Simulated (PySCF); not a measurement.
Hf(F)2(SH)2 (F₂H₂HfS₂), SMILES [F][Hf]([F])([SH])[SH], multiplicity 1.

The structure is a stationary point at B3LYP-D3(BJ)/def2-SVP. A frequency run showed that this geometry is not a minimum. The spin state was assumed, not searched. The def2 effective core potentials stand for the cores of Hf; spin–orbit coupling is left out. The values are those of a single conformer.

Method: PBE0/def2-TZVP run with PySCF.

```yaml
total_energy: -1045.19949 hartree
point_group: C2v
highest_occupied_level: -8.16 eV
lowest_empty_level: -2.41 eV
orbital_gap: 5.75 eV
dipole_moment: 0.52 D
quadrupole, principal values (traceless, Buckingham form, about the centre of nuclear charge): -5.95, -4.36, 10.31 D·Å
mean_static_polarisability: 76.1 bohr³ (11.28 Å³)
polarisability_principal_values: 60.3, 72.5, 95.5 bohr³
```
